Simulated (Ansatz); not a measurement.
Two members of one family (Si nanocrystals, hexagonal, H-capped), computed with Ansatz in the gas phase. Binding counts from free atoms in the multiplicity of their measured ground term, without zero-point energy. Sets without diffuse functions give affinities that are too small. A dash marks a value that wasn't run or was left out as unsound. The structures are stationary points that may keep the symmetry of their start. Remarks come from the PBE and PBE0 runs and from stability tests at other levels; not every state was tested. HOMO above LUMO (over both spins in singlets and doublets, within one spin in higher multiplets; at PBE or PBE0), or a gap under 0.15 eV within one spin, warns that the state may not be the lowest or that an electron is smeared out.

First: Si39H44 (singlet, charge 0, PBE-D4/def2-SVP geometry).

```xyz
83

Si   -0.944    4.073   -2.716
Si    1.069    3.211   -3.574
Si    2.970    4.107   -2.485
Si   -0.742   -0.025   -4.610
Si    1.039    0.872   -3.342
Si    3.082    0.003   -4.118
Si    4.053    2.408   -1.261
Si    4.887    1.018   -2.972
Si    3.078   -2.334   -3.850
Si   -3.310    4.287    0.304
Si   -1.221    3.513   -0.452
Si    0.458    4.435    0.934
Si   -3.020    0.292   -1.537
Si   -2.200   -1.184   -3.176
Si   -1.231    1.172   -0.268
Si    0.806    0.324   -1.070
Si    1.772    2.694    1.821
Si    2.598    1.236    0.166
Si   -1.011   -2.911   -2.106
Si    0.766   -2.010   -0.836
Si    2.790   -2.926   -1.593
Si    3.779   -0.493    1.243
Si    4.552   -2.200   -0.191
Si   -3.534    3.780    2.592
Si   -5.312    0.555    1.560
Si   -4.493   -0.874   -0.121
Si   -3.508    1.440    2.810
Si   -1.467    0.607    1.998
Si    0.316    1.520    3.256
Si   -3.301   -2.621    0.913
Si   -2.448   -4.119   -0.689
Si   -1.521   -1.729    2.188
Si    0.541   -2.550    1.437
Si    1.461   -0.208    4.361
Si    2.318   -1.631    2.700
Si   -1.232   -5.822    0.391
Si    0.548   -4.887    1.644
Si   -1.796   -2.299    4.447
Si   -0.027   -1.403    5.741
H    -0.998    5.572   -2.883
H    -2.096    3.472   -3.484
H     1.157    3.534   -5.049
H     3.937    4.575   -3.546
H     2.606    5.297   -1.637
H    -1.473    1.095   -5.311
H    -0.192   -0.955   -5.664
H     3.198    0.325   -5.590
H     5.187    2.981   -0.445
H     5.637    1.893   -3.947
H     5.849   -0.018   -2.451
H     1.925   -2.909   -4.637
H     4.358   -2.922   -4.390
H    -3.423    5.774    0.067
H    -4.412    3.602   -0.467
H     1.267    5.463    0.188
H    -0.208    5.135    2.093
H    -3.753    1.432   -2.207
H    -3.362   -1.775   -3.938
H     2.937    3.241    2.614
H    -0.429   -3.838   -3.150
H     2.687   -4.432   -1.499
H     4.923    0.109    2.026
H     5.768   -1.803   -0.985
H     4.940   -3.357    0.698
H    -4.825    4.339    3.140
H    -2.391    4.397    3.359
H    -6.103    1.683    0.943
H    -6.234   -0.213    2.475
H    -5.625   -1.451   -0.940
H    -3.644    1.035    4.260
H    -0.262    2.486    4.266
H    -4.226   -3.362    1.853
H    -3.585   -4.699   -1.497
H     2.599    0.373    5.168
H     3.069   -2.774    3.347
H    -0.683   -6.780   -0.638
H    -2.147   -6.595    1.307
H     1.870   -5.431    1.159
H     0.400   -5.253    3.100
H    -3.119   -1.767    4.939
H    -1.822   -3.802    4.578
H    -0.583   -0.484    6.799
H     0.714   -2.520    6.434
```

```tsv
level	HOMO (eV)	LUMO (eV)	gap (eV)	vertical EA (eV)	vertical triplet (eV)	binding per atom (eV)
PBE-D4/def2-SVP	-5.73	-2.51	3.21	1.42	3.17	3.42
PBE-D4/def2-TZVP	-5.73	-2.68	3.05	–	–	3.41
r2SCAN-D4/def2-SVP	-5.97	-2.45	3.52	–	–	3.42
PBE0-D4/def2-SVP	-6.63	-1.91	4.73	1.20	3.83	3.42
PBE0-D4/def2-TZVP	-6.58	-2.02	4.56	–	–	3.41
```

Remarks: gap within one spin near zero at PBE or PBE0 (-1 doublet), gap within one spin near zero at PBE or PBE0 (triplet).

Second: Si41H46 (singlet, charge 0, PBE-D4/def2-SVP geometry).

Cartesian coordinates in Å:
```
Si -1.279 -1.629 -4.813
Si -0.270 0.483 -5.036
Si -1.853 2.242 -4.981
Si 2.977 -0.893 -3.492
Si 1.295 0.755 -3.303
Si 2.264 2.890 -3.492
Si -1.513 3.546 -3.046
Si 0.573 4.546 -3.504
Si 3.786 3.186 -1.726
Si -3.253 -4.003 -2.531
Si -2.368 -1.835 -2.742
Si -4.138 -0.291 -2.465
Si 0.904 -3.200 -1.242
Si 3.008 -2.185 -1.529
Si -0.772 -1.546 -1.044
Si 0.192 0.589 -1.233
Si -3.580 1.237 -0.763
Si -1.477 2.250 -1.083
Si 3.449 -0.783 0.309
Si 1.758 0.859 0.499
Si 2.717 2.999 0.357
Si -1.057 3.635 0.776
Si 1.064 4.653 0.707
Si 4.310 3.186 2.079
Si -4.395 -4.168 -0.479
Si -1.159 -5.517 1.056
Si 0.943 -4.523 0.702
Si -2.825 -3.845 1.240
Si -1.861 -1.712 1.029
Si -3.538 -0.054 1.208
Si 1.421 -3.118 2.528
Si 3.516 -2.079 2.270
Si -0.263 -1.472 2.726
Si 0.656 0.678 2.562
Si -3.110 1.293 3.085
Si -1.029 2.329 2.738
Si 3.903 -0.708 4.143
Si 2.208 0.936 4.307
Si 3.212 3.055 4.157
Si -1.331 -1.684 4.806
Si -3.025 -0.043 5.023
H -2.258 -1.876 -5.936
H -0.207 -2.690 -4.880
H 0.475 0.544 -6.351
H -1.607 3.134 -6.174
H -3.259 1.715 -5.086
H 2.696 -1.766 -4.690
H 4.316 -0.226 -3.701
H 3.008 2.949 -4.807
H -2.589 4.600 -2.923
H 0.497 5.132 -4.893
H 0.901 5.668 -2.552
H 4.840 2.107 -1.804
H 4.475 4.526 -1.830
H -4.180 -4.294 -3.687
H -2.131 -5.011 -2.563
H -4.476 0.383 -3.768
H -5.365 -1.045 -2.011
H 0.602 -4.066 -2.444
H 4.070 -3.259 -1.599
H -4.631 2.316 -0.638
H 4.780 -0.096 0.104
H -2.153 4.671 0.874
H 1.158 5.738 -0.334
H 1.303 5.292 2.054
H 5.308 2.061 1.966
H 5.056 4.493 1.946
H -5.051 -5.521 -0.338
H -5.468 -3.111 -0.415
H -1.496 -6.441 -0.089
H -1.125 -6.338 2.323
H 2.024 -5.570 0.574
H -3.490 -3.939 2.595
H -4.874 -0.745 1.368
H 1.425 -3.939 3.798
H 4.590 -3.133 2.138
H -4.185 2.349 3.205
H -0.698 3.221 3.914
H 5.249 -0.035 4.021
H 3.914 -1.551 5.394
H 1.482 0.783 5.624
H 2.165 4.139 4.240
H 4.189 3.252 5.291
H -1.930 -3.064 4.921
H -0.313 -1.526 5.908
H -4.360 -0.714 5.230
H -2.743 0.825 6.223
```

Q: Estimate the same table for the second.

A: 
```json
{"level": "PBE-D4/def2-SVP", "HOMO (eV)": "-5.72", "LUMO (eV)": "-2.53", "gap (eV)": "3.18", "vertical EA (eV)": "1.47", "vertical triplet (eV)": "3.14", "binding per atom (eV)": "3.42"}
{"level": "PBE-D4/def2-TZVP", "HOMO (eV)": "-5.71", "LUMO (eV)": "-2.69", "gap (eV)": "3.02", "vertical EA (eV)": "–", "vertical triplet (eV)": "–", "binding per atom (eV)": "3.42"}
{"level": "r2SCAN-D4/def2-SVP", "HOMO (eV)": "-5.96", "LUMO (eV)": "-2.47", "gap (eV)": "3.49", "vertical EA (eV)": "–", "vertical triplet (eV)": "–", "binding per atom (eV)": "3.42"}
{"level": "PBE0-D4/def2-SVP", "HOMO (eV)": "-6.61", "LUMO (eV)": "-1.93", "gap (eV)": "4.69", "vertical EA (eV)": "1.24", "vertical triplet (eV)": "3.81", "binding per atom (eV)": "3.42"}
{"level": "PBE0-D4/def2-TZVP", "HOMO (eV)": "-6.56", "LUMO (eV)": "-2.04", "gap (eV)": "4.52", "vertical EA (eV)": "–", "vertical triplet (eV)": "–", "binding per atom (eV)": "3.42"}
```

Remarks: gap within one spin near zero at PBE or PBE0 (-1 doublet), gap within one spin near zero at PBE or PBE0 (triplet).
